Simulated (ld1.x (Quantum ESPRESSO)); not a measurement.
# u(r) = r·R(r): atom against pseudo-atom (antimony)

Columns: radius, all-electron u(r) and pseudo u(r) of the 5p shell (level -5.14 eV) of antimony in the configuration [Kr] 4d10 5s1.5 5p3.5; PBEsol, scalar-relativistic, TM scheme, ld1.x (Quantum ESPRESSO) 7.5.

```tsv
r (bohr)	all-electron	pseudo
0.118	0.0207	-0.0025
0.235	-0.1845	-0.0100
0.353	-0.0550	-0.0227
0.470	0.1506	-0.0407
0.588	0.2724	-0.0648
0.705	0.2848	-0.0948
0.822	0.2184	-0.1313
0.940	0.1078	-0.1748
1.058	-0.0189	-0.2249
1.175	-0.1433	-0.2801
1.292	-0.2571	-0.3391
1.410	-0.3567	-0.4002
1.528	-0.4397	-0.4595
1.645	-0.5061	-0.5136
1.763	-0.5583	-0.5604
1.880	-0.5969	-0.5973
1.998	-0.6242	-0.6242
2.115	-0.6413	-0.6413
2.232	-0.6501	-0.6501
2.350	-0.6518	-0.6518
2.468	-0.6475	-0.6475
2.585	-0.6386	-0.6386
2.702	-0.6258	-0.6258
2.820	-0.6098	-0.6098
2.938	-0.5915	-0.5915
3.055	-0.5715	-0.5715
```

(1) How many radial nodes do the two functions have?

(2) At about which radius was the pseudo-wave matched?

(3) Where does each function peak?

(4) Is the pseudo-wave norm-conserving?

Answers

(1) The all-electron 5p function has n − l − 1 = 3; the pseudo-wave has 0, since the states of the same l below it are removed with the core.

(2) 2.15 bohr. The columns agree to 0.0005 from 1.88 bohr on; several derivatives are matched, so the curves merge somewhat inside the radius.

(3) Outermost all-electron maximum near 2.35 bohr, pseudo maximum near 2.35 bohr (to the table’s step).

(4) Yes: the TM scheme keeps the norm inside the radius equal to the all-electron one, which fixes the energy derivative of the logarithmic derivative at the level.
